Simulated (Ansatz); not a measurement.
# Molecular dynamics of Cl2FH3HfO2

input.yaml

```yaml
crystal:
  periodic: [false, false, false]
  atoms:
    - { symbol: Hf, position_ang: [0.010238, 0.427643, -0.10422] }
    - { symbol: Cl, position_ang: [-0.944788, 0.810771, 2.57662] }
    - { symbol: F, position_ang: [1.242194, 0.442331, -1.566995] }
    - { symbol: Cl, position_ang: [-1.735033, 1.805789, -0.940268] }
    - { symbol: O, position_ang: [-0.448403, -1.420273, 0.027708] }
    - { symbol: H, position_ang: [-0.679675, -2.341743, 0.151015] }
    - { symbol: O, position_ang: [1.351964, 1.225146, 1.221132] }
    - { symbol: H, position_ang: [2.27828, 1.49442, 1.218029] }
    - { symbol: H, position_ang: [0.390021, 1.173518, 2.282875] }
basis:
  gaussian: { orbitals: def2-SVP }
hamiltonian:
  xc: b3lyp
  dispersion: d4
md:
  timestep: 0.5
  n_steps: 194
  ensemble: nve
  temperature: 300.0
  initial_velocities: maxwell_boltzmann
  seed: 3293
```

Launched with:

```bash
$ ansatz run input.yaml --threads 4 --pin off --max-ram 5120MiB --backend cpu --events-out ev --progress --plain --runs-dir out
```

It starts at the highest image of a converged band, a first-order saddle point between two minima.

Output, in part (step lines, the closing report, with atoms numbered from 0):

```
md step     0: t =     0.00 fs  T =   300.0 K  F+E_penalty+E_count = -33208.79926643 eV  E_kin = 0.271446 eV  conserved = -33208.52782043 eV  (28 SCF iters)
[... lines left out ...]
Total energy: -33209.08052766 eV, -1220.4111994684 hartree
Atom 0 at    -0.126048     0.417519     0.032312 Å, force     1.262116    -0.143646    -1.554108 eV/Å
Atom 1 at    -0.769232     0.701821     2.246273 Å, force    -0.341380     0.067943     1.127602 eV/Å
Atom 2 at     1.464432     0.712854    -1.102594 Å, force    -0.626949    -0.477072    -0.903438 eV/Å
Atom 3 at    -1.669525     1.735297    -1.199344 Å, force    -0.003416    -0.090113     0.150807 eV/Å
Atom 4 at    -0.457371    -1.454340    -0.362068 Å, force    -0.269807    -0.190081     0.682062 eV/Å
Atom 5 at    -0.826467    -2.277669     0.018758 Å, force     0.282493     0.721714    -0.403692 eV/Å
Atom 6 at     1.940762     1.410914     0.953759 Å, force     1.638474     0.954745     2.234345 eV/Å
Atom 7 at     2.513742     1.478586     0.179364 Å, force    -0.238681    -0.224406    -0.608305 eV/Å
Atom 8 at     2.563842     1.722177     1.684874 Å, force    -1.702849    -0.619086    -0.725273 eV/Å
Dipole moment:     0.740535    -0.165092     0.507270 e Å
```

The steps, from the saved trajectory:

| time (fs) | T (K) | potential energy less start (eV) | conserved less start (meV/atom) |
| --- | --- | --- | --- |
| 0 | 300 | 0.000 | 0.00 |
| 3 | 248 | 0.048 | 0.12 |
| 6 | 215 | 0.078 | 0.16 |
| 9 | 230 | 0.064 | 0.03 |
| 12 | 215 | 0.077 | 0.06 |
| 15 | 193 | 0.099 | 0.19 |
| 18 | 248 | 0.048 | 0.09 |
| 21 | 323 | -0.020 | 0.02 |
| 24 | 338 | -0.034 | 0.11 |
| 27 | 312 | -0.009 | 0.14 |
| 30 | 353 | -0.048 | 0.00 |
| 33 | 396 | -0.086 | 0.10 |
| 36 | 482 | -0.164 | 0.13 |
| 39 | 572 | -0.247 | -0.01 |
| 42 | 580 | -0.253 | 0.08 |
| 45 | 678 | -0.341 | 0.10 |
| 48 | 746 | -0.403 | 0.09 |
| 51 | 725 | -0.384 | 0.05 |
| 54 | 727 | -0.385 | 0.08 |
| 57 | 767 | -0.421 | 0.15 |
| 60 | 798 | -0.450 | 0.05 |
| 63 | 772 | -0.426 | 0.03 |
| 66 | 732 | -0.389 | 0.20 |
| 69 | 769 | -0.423 | 0.08 |
| 72 | 764 | -0.421 | -0.05 |
| 75 | 631 | -0.298 | 0.17 |
| 78 | 626 | -0.294 | 0.13 |
| 81 | 685 | -0.349 | -0.07 |
| 84 | 596 | -0.267 | 0.09 |
| 87 | 568 | -0.240 | 0.19 |
| 90 | 714 | -0.375 | -0.06 |
| 93 | 708 | -0.369 | -0.03 |
| 96 | 583 | -0.254 | 0.19 |

The run went to its last step. The conserved energy stayed within 0.23 meV per atom of its start (net change 0.1 meV per atom), so the integration is sound. The kinetic energy rose, since the run started high on the potential surface and went downhill. A run of 0.097 ps of so small a system gives no equilibrium averages. The orbitals stay closed-shell, which can raise the energy where a bond breaks towards radicals; this wasn't checked here.

Between its relaxed ends the band would form Cl2–H9 and break O7–H9. These pairs go: Cl2–H9 1.41 → 3.53 Å, O7–H9 1.43 → 1.01 Å. In the last frame they stand as before the step (other bonds may differ from the relaxed reactants and products). Also parted: Hf1–H9 2.53 → 3.42 Å. It ends as one piece, Cl2FH3HfO2. Pairs count as bonded within 1.25 times the sum of covalent radii (0.12 Å more for H–H).

Last frame:

```xyz
9
Properties=species:S:1:pos:R:3
Hf -0.126 0.417 0.032
Cl -0.769 0.702 2.246
F 1.464 0.713 -1.103
Cl -1.669 1.735 -1.199
O -0.457 -1.454 -0.362
H -0.827 -2.278 0.019
O 1.941 1.411 0.954
H 2.514 1.479 0.179
H 2.564 1.722 1.685
```

The run took 17 min on 4 threads of Intel(R) Xeon(R) Platinum 8259CL CPU @ 2.50GHz (Skylake/Cascade Lake) (shared host), peak memory 0.37 GiB.
